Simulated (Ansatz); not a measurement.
Ansatz (a first-principles code) input (CCSD(T)/aug-cc-pVDZ):

Ansatz 0.2 input:
```yaml
crystal:
  periodic: [false, false, false]
  atoms:
    - {symbol: C, position_ang: [-1.86451500, -0.19305099, -0.30229087]}
    - {symbol: C, position_ang: [-0.56333315, -0.04154812, 0.48026975]}
    - {symbol: C, position_ang: [0.64701013, 0.05136304, -0.42749150]}
    - {symbol: O, position_ang: [1.80978774, 0.19009325, 0.38569311]}
    - {symbol: H, position_ang: [-1.85657416, -1.09701737, -0.91613990]}
    - {symbol: H, position_ang: [-2.02991663, 0.65781071, -0.96765210]}
    - {symbol: H, position_ang: [-2.72100087, -0.25792182, 0.36994247]}
    - {symbol: H, position_ang: [-0.59818899, 0.85497302, 1.10460412]}
    - {symbol: H, position_ang: [-0.42584240, -0.88977339, 1.15582038]}
    - {symbol: H, position_ang: [0.54058237, 0.91196633, -1.10137152]}
    - {symbol: H, position_ang: [0.71473927, -0.85110660, -1.04961729]}
    - {symbol: H, position_ang: [2.58292759, 0.24973953, -0.18405526]}
basis:
  gaussian:
    orbitals: aug-cc-pVDZ
magnetization: {spin_polarized: false}
correlation: {method: ccsd_t, electrons: outside_noble_gas}
output: {forces: true}
```

End of the output:

```
the calculation of the forces begins
Total energy: -5275.48771805 eV, -193.8705977843 hartree
Atom 0 at    -1.864515    -0.193051    -0.302291 Å, force     0.088328     0.008795     0.002369 eV/Å
Atom 1 at    -0.563333    -0.041548     0.480270 Å, force     0.008916     0.001244     0.012357 eV/Å
Atom 2 at     0.647010     0.051363    -0.427492 Å, force    -0.091532    -0.013268    -0.143974 eV/Å
Atom 3 at     1.809788     0.190093     0.385693 Å, force     0.237331     0.037055     0.463688 eV/Å
Atom 4 at    -1.856574    -1.097017    -0.916140 Å, force     0.012833    -0.406029    -0.265019 eV/Å
Atom 5 at    -2.029917     0.657811    -0.967652 Å, force    -0.065266     0.384609    -0.288227 eV/Å
Atom 6 at    -2.721001    -0.257922     0.369942 Å, force    -0.370533    -0.027688     0.303630 eV/Å
Atom 7 at    -0.598189     0.854973     1.104604 Å, force    -0.014193     0.395170     0.257561 eV/Å
Atom 8 at    -0.425842    -0.889773     1.155820 Å, force     0.061852    -0.374677     0.280160 eV/Å
Atom 9 at     0.540582     0.911966    -1.101372 Å, force    -0.036208     0.348344    -0.253820 eV/Å
Atom 10 at     0.714739    -0.851107    -1.049617 Å, force     0.034044    -0.362846    -0.232944 eV/Å
Atom 11 at     2.582928     0.249740    -0.184055 Å, force     0.134428     0.009293    -0.135780 eV/Å
Dipole moment:    -0.026580    -0.011694    -0.308933 e Å
```
